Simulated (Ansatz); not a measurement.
`CC(N)=S` + `[OH][AlH2]` → `NC(=S)[O][AlH2]` + CH₄  (substitution at a C–C bond)

Program: Ansatz. Geometries: PBE0-D4/def2-TZVP. ΔE: electronic, gas phase. CBS: MP2 limit from def2 TZ/QZ plus the TZ coupled-cluster correction, frozen cores. This one scheme is used for every species. DFT in def2-TZVPP. Each species was taken in one conformer, which may not be the lowest.

`CC(N)=S`:

```xyz
9

C     0.384   -0.039    1.031
C    -0.516    0.232   -0.138
N    -0.020   -0.158   -1.320
S    -1.996    0.928    0.009
H    -0.005    0.443    1.923
H     0.440   -1.118    1.209
H     1.399    0.320    0.835
H    -0.575   -0.026   -2.148
H     0.888   -0.583   -1.401
```

`[OH][AlH2]`:

```xyz
5

O     0.692    0.128   -0.993
Al   -0.126    0.065    0.491
H     0.371   -0.292   -1.789
H    -1.498   -0.722    0.599
H     0.562    0.821    1.692
```

`NC(=S)[O][AlH2]`:

```xyz
9

N    -0.664   -1.173   -0.528
C    -0.948   -0.385    0.528
S    -2.239   -0.638    1.512
O    -0.098    0.617    0.712
Al    1.310    1.322    0.057
H     0.130   -1.003   -1.122
H    -1.272   -1.948   -0.718
H     1.870    2.591    0.788
H     1.910    0.619   -1.229
```

CH₄:

Z-matrix (Å, degrees):
```
C
H 1 1.090
H 1 1.090 2 109.5
H 1 1.090 2 109.5 3 -120.0
H 1 1.090 2 109.5 3 120.0
```

| level | ΔE (kcal/mol) |
| --- | --- |
| ωB97M-V | 1.5 |
| B2PLYP | 1.7 |

Problem. What does CCSD(T)/CBS give? (Estimate.)

Solution. Computed: +3.2 kcal/mol. The listed levels differ from it by -1.7, -1.5 kcal/mol.

Largest T1 diagnostic among the species: 0.017.

In def2-TZVPP, CCSD(T) changes the Hartree–Fock value by +2.9 kcal/mol (the triples alone add +0.1 kcal/mol) and MP2 by +3.8 kcal/mol.
